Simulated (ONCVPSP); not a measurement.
# Pseudopotential generation for Ca (Z = 20): ONCV, PBE, scalar-relativistic.

Ca, optimised norm-conserving Vanderbilt (ONCV), made with ONCVPSP 4.0.1 (PBE, scalar-relativistic). Core [Ne], reference 3s2 3p6 3d1 4s1. Waves: 3s+4s: rc 1.65 bohr, ncon 4, nbas 7, qcut 8.5 1/bohr, 2 projectors; 3p: rc 1.20 bohr, ncon 4, nbas 6, qcut 7.9 1/bohr, 1 projector; 3d: rc 3.25 bohr, ncon 4, nbas 8, qcut 5.2 1/bohr, 2 projectors, debl 2.9 Ha; f scattering state at 0.23 Ha: rc 2.65 bohr, ncon 4, nbas 9, qcut 4.2 1/bohr, 3 projectors, debl 2.5 Ha. Local part: polynomial inside 0.95 bohr (lpopt 4, dvloc0 0 Ha). Core correction: Teter function, fcfact 5.25, rcfact 1.1.

All-electron outer shells of the reference configuration (PBE, scalar-relativistic, ld1.x):

```json
{"shell": "2p", "level (eV)": "-332.21", "outermost node (bohr)": "–", "outermost maximum (bohr)": "0.25"}
{"shell": "3s", "level (eV)": "-44.81", "outermost node (bohr)": "0.45", "outermost maximum (bohr)": "0.99"}
{"shell": "3p", "level (eV)": "-25.88", "outermost node (bohr)": "0.42", "outermost maximum (bohr)": "1.06"}
{"shell": "4s", "level (eV)": "-3.32", "outermost node (bohr)": "1.44", "outermost maximum (bohr)": "3.55"}
{"shell": "3d", "level (eV)": "-0.76", "outermost node (bohr)": "–", "outermost maximum (bohr)": "1.37"}
```

(1) Estimate the cutoffs (Ha) at which the residual kinetic energy of the hardest occupied pseudo-wave falls to 1 and 0.1 mHa per electron.

(2) What does a ghost test show?

(3) Which valence shell sets the plane-wave cutoff?

Answers

(1) 25 Ha and 50 Ha.

(2) No bound ghost flagged; GHOST(+) flagged for d at 57.7 eV.

(3) 3p: 25 Ha for 1 mHa per electron, against 21 Ha for 3s.

Its largest configuration-test error is +98 meV (3s2 3p6 3d0 4s1). 2 of 4 tests not solved or not reliable.
